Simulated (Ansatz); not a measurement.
Stretching the Be1–H2 bond and 1 like it together in BeH2 (SMILES [BeH2]) (multiplicity 1 held, fragments rigid). Energies count from the point at 1.330 Å.
Geometry at that point (charge 0, multiplicity 1):
```xyz
3

Be     0.00000     0.00000     0.00000
H      0.00000     0.00000    -1.33009
H      0.00000     0.00000     1.33009
```

Unrestricted levels (U-) break spin symmetry where that is lower. Full CI gives the lowest state of the spin. Levels need not reach the same state.

Frozen-core correlation.

The values were computed with Ansatz (a first-principles code) with Gaussian orbitals. 

**Question.** What is the computed energy at R = 4.256 Å (U-SCS-MP2/cc-pVTZ)?

**Answer.** 6.56 eV

**Question.** Estimate the energy at R = 4.256 Å that FCI/cc-pVTZ returns for this input.

**Answer.** 6.27 eV

**Question.** What energy at R = 4.256 Å does U-wB97X-V/cc-pVTZ give?

**Answer.** 6.61 eV

Doubts at one or more of the structures used: a spin-contaminated determinant (U-wB97X-V/cc-pVTZ, U-SCS-MP2/cc-pVTZ).
